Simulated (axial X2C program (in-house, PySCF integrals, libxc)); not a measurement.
# HfCl: nuclear properties from DFT to coupled cluster

Computed with an in-house all-electron X2C program for linear molecules (integrals from PySCF): two-component X2C with atomic mean-field Coulomb and Gaunt terms, Gaussian nuclei, basis Hf dyall-acv3z, Cl dyall-av3z with contracted cores.

R = 2.294 Å (near the PBE0 minimum at charge 0 of the determinant lowest at the starting distance; the state shown can have its own minimum elsewhere); state Ω = 3/2 (⟨Sz⟩ = -0.46, ⟨Lz⟩ = 1.96 at PBE0).

| level | Eeff magnitude (GV/cm) | Ws magnitude Hf (kHz) | A∥/gI Hf (MHz) | A∥/gI Cl (MHz) | μ (D) |
| --- | --- | --- | --- | --- | --- |
| PBE0 | 20 | 12.7 | 674 | 10.1 | -1.62 |
| HF | 76.5 | 49.9 | -64.9 | 5.72 | -1.20 |
| B3LYP | 12.7 | 8.28 | 700 | 8.81 | -1.83 |

Eeff is the effective electric field on the electron electric dipole moment in this Ω state and Ws the scalar–pseudoscalar constant of the nucleus named (defined with the proton number Z and per Ω); A∥ (defined per Ω) follows by multiplying with gI = μI/(I μN); μ is positive if the Cl end (last atom) is positive. The operators were transformed with the bare-nucleus X2C matrices; with these basis sets, hyperfine constants and field gradients can be off by tens of per cent, and where levels differ in sign neither size nor sign is settled.

Finite-field MP2, CCSD and CCSD(T), with 19 electrons correlated in 130 natural virtual spinors (MP2 remainder added):

```
  level  Eeff magnitude (GV/cm)  Ws magnitude Hf (kHz)  A∥/gI Hf (MHz)  A∥/gI Cl (MHz)  μ (D)
    MP2                    61.1                   39.8             547            3.87  -1.52
   CCSD                    41.2                   27.2             686            3.66  -1.61
CCSD(T)                    33.4                   22.2             760             2.8  -1.54
```

T1 = 0.046 (Lee–Taylor), a sign of multireference character. One unrestricted determinant, the lowest of a limited PBE0 search, is the reference; the functionals treat spin collinearly. Eeff spreads by more than a factor of two over the levels. Correlation of the inner shells is missing, which matters for properties at the nucleus. Number of frozen shells: Hf 4 s, 3 p, 2 d, 1 f; Cl 2 s, 1 p.

Task: By how much does correlation change each value, CCSD(T) against HF?

Result: Eeff magnitude -56 %; Ws magnitude Hf -56 %; A∥/gI Hf from -64.9 to 760, a change of sign; A∥/gI Cl -51 %; μ 28 %.
